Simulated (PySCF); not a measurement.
These are PySCF with PBE-D3(BJ)/def2-TZVP // B3LYP-D3(BJ)/def2-TZVP values and carry that method's errors. All species are isolated molecules in the gas phase. Excitations are Tamm–Dancoff values on a coarser integration grid. The basis has no diffuse functions, so Rydberg states are missing or too high.

Reference species (SMILES): `Cl[Si](Cl)(Br)Br` (neutral, multiplicity 1).

```
Item                   Result
-------------------  --------
HOMO                 -7.52 eV
S1 excitation (TDA)   5.41 eV
```

Changed species: `Br[Si](Cl)(Cl)Cl` (whole molecule; the reference has whole molecule).

### Question
Give the shifts of the HOMO and S1 excitation (TDA).

### Answer
the HOMO drops by 0.20 eV, to -7.72 eV; the S1 excitation (TDA) rises by 0.45 eV, to 5.86 eV.
